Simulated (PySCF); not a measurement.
A series of substituents X on one scaffold: allenyl-X. Gas-phase values, no solvent. One relaxed conformer stands for each flexible species; it need not be the lowest. Strings in code marks are SMILES.

The four lowest singlet excitations (Tamm–Dancoff). The numbers are results of PBE-D3(BJ)/def2-TZVP // PBE0-D3(BJ)/def2-TZVP run with PySCF, not measurements. Excitations are Tamm–Dancoff values on a coarser integration grid. The basis has no diffuse functions, so Rydberg states are missing or too high.

| state | energy (eV) | wavelength (nm) | oscillator strength |
|---|---|---|---|
| S1 | 3.96 | 313 | 0.000 |
| S2 | 5.33 | 233 | 0.003 |
| S3 | 5.93 | 209 | 0.021 |
| S4 | 6.20 | 200 | 0.180 |

### Question
Name which member gives these states.
(A) `C=C=CNC`
(B) `C=C=CSC`
(C) `C=C=CC#N`
(D) `C=C=[CH][GeH3]`

### Answer
A, `C=C=CNC`
